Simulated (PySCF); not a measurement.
**ISI: from structure and modes to constants**

These are results of PBE0 in PySCF with I def2-TZVP with ECP28, S def2-TZVP; scalar-relativistic core potentials, no spin–orbit coupling; density-fitted integrals, not measurements.

The singlet minimum has Cs symmetry. Masses (u): I 126.90447, S 31.97207.

```xyz
3
charge 0 multiplicity 1, angstrom
I     0.5129    0.5129   -0.9024
S    -0.5077   -0.5077   -2.6285
I    -0.3877   -0.3877    1.5723
```

Harmonic wavenumbers (cm⁻¹): 92.2 (a', ×1), 172.5 (a', ×1), 448.9 (a', ×1).

(1) Find the principal moments of inertia and the rotational constants. What kind of rotor is it?

(2) What is the harmonic zero-point energy?

(3) Give the standard entropy (298.15 K, 1 bar) by its translational, rotational, vibrational and spin parts, and Cp.

Results:

(1) About the centre of mass I = 89.569, 669.77, 759.34 u Å². With B = 16.8576/I this gives 0.1882, 0.02517, 0.0222 cm⁻¹. The molecule is an asymmetric top with κ = -0.96.

(2) Half the sum of all 3 wavenumbers, 714/2 = 357 cm⁻¹, which is 4.3 kJ/mol (1 cm⁻¹ = 0.0119627 kJ/mol).

(3) Sackur–Tetrode with M = 285.78 u gives 179.4; rotation with symmetry number 1 gives 121.8; vibration 28.5; spin R ln 1 = 0.0. The total is 329.7 J/(mol K), and Cp = 4 R + 21.7 = 55.0 J/(mol K).

Other isomers or separated fragments may lie lower.
